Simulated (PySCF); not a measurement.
Ge(F)(Br)2(NH2) (Br2FGeH2N), SMILES [NH2][Ge]([F])([Br])[Br]. The structure is a stationary point at PBE0-D3(BJ)/def2-SVP. One conformer was computed; it need not be the lowest.

Computed equilibrium geometry at PBE0-D3(BJ)/def2-SVP (PySCF confirms it by a frequency run) as Cartesian coordinates in Å (one conformer of several):
```xyz
7

N      2.1546    -0.3849     0.5049
Ge     0.3705    -0.1892     0.4354
F     -0.2721    -0.6147     1.9795
Br    -0.1141     1.9938     0.0177
Br    -0.7331    -1.5535    -1.0349
H      2.4944    -1.3418     0.4532
H      2.6692     0.2132    -0.1356
```
